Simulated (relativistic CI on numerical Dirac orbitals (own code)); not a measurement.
# Radial parameters of W²⁷⁺

These numbers are calculated, not measured: Dirac-Coulomb-Breit CI, separate exchange-only KLI orbitals for each configuration, QED by a radiative potential, unscaled Slater integrals (own radial code, finite nucleus).

Slater integrals F^k, G^k are unscaled and averaged over j, outside the closed core [Ar] 3d10; ζ comes from projecting the Hamiltonian with its Breit term on Σ l·s of the shell.

- 4s2 4p6 4d10 4f: ζ(4f) = 8341.5 cm⁻¹; <r>(4f) = 0.4385, <r^2>(4f) = 0.2203 (bohr units).
- 4s2 4p6 4d9 4f2: ζ(4d) = 50634, F^2(4f,4f) = 238540, F^4(4f,4f) = 155450, F^6(4f,4f) = 113660, F^2(4d,4f) = 220850, F^4(4d,4f) = 144020, G^1(4d,4f) = 236960, G^3(4d,4f) = 160230, G^5(4d,4f) = 116790, ζ(4f) = 8258.7 cm⁻¹; <r>(4d) = 0.4538, <r^2>(4d) = 0.2357, <r>(4f) = 0.4392, <r^2>(4f) = 0.221 (bohr units).
- 4s2 4p6 4d10 5p: ζ(5p) = 148410 cm⁻¹; <r>(5p) = 0.8239, <r^2>(5p) = 0.7592 (bohr units).

Averages of the first 10 configurations, taken without configuration mixing, which lowers the lowest level and can move excited configurations by several eV; other configurations of the list can lie among them:

| Configuration | Parity | States | Average energy above the lowest level (eV) |
| --- | --- | --- | --- |
| 4s2 4p6 4d10 4f | odd | 14 | 2.8 |
| 4s2 4p6 4d9 4f2 | even | 910 | 213.4 |
| 4s2 4p6 4d10 5s | even | 2 | 141.1 |
| 4s2 4p6 4d10 5p | odd | 6 | 203.2 |
| 4s2 4p5 4d10 4f2 | odd | 546 | 427.0 |
| 4s2 4p6 4d10 5d | even | 10 | 286.3 |
| 4s 4p6 4d10 4f2 | even | 182 | 586.8 |
| 4s2 4p6 4d9 4f 5s | odd | 280 | 349.7 |
| 4s2 4p6 4d9 5s2 | even | 10 | 496.8 |
| 4s2 4p6 4d10 5f | odd | 14 | 372.0 |
